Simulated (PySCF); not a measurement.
C₂H₇BO₂, SMILES CCB(O)O. Geometry optimised at PBE0-D3(BJ)/def2-SVP. The values are those of a single conformer.

Computed equilibrium geometry at PBE0-D3(BJ)/def2-SVP (PySCF confirms it by a frequency run) as bond lengths and angles, and its point group (one conformer of several):
point group Cs.
Atoms: B1 C2 C3 H4 H5 H6 H7 H8 O9 H10 O11 H12. Bonds (Å): B1–C2 1.580, B1–O9 1.359, B1–O11 1.370, C2–C3 1.523, C2–H4 1.107, C2–H5 1.107, C3–H6 1.100, C3–H7 1.100, C3–H8 1.101, O9–H10 0.964, O11–H12 0.961. Bond angles (°): C2–B1–O9 119.8, C2–B1–O11 122.9, O9–B1–O11 117.3, B1–C2–C3 115.4, B1–C2–H4 107.9, B1–C2–H5 107.9, C3–C2–H4 110.3, C3–C2–H5 110.3, H4–C2–H5 104.4, C2–C3–H6 111.1, C2–C3–H7 111.1, C2–C3–H8 112.2, H6–C3–H7 106.6, H6–C3–H8 107.8, H7–C3–H8 107.8, B1–O9–H10 111.2, B1–O11–H12 113.0.
Charge 0, spin multiplicity 1.
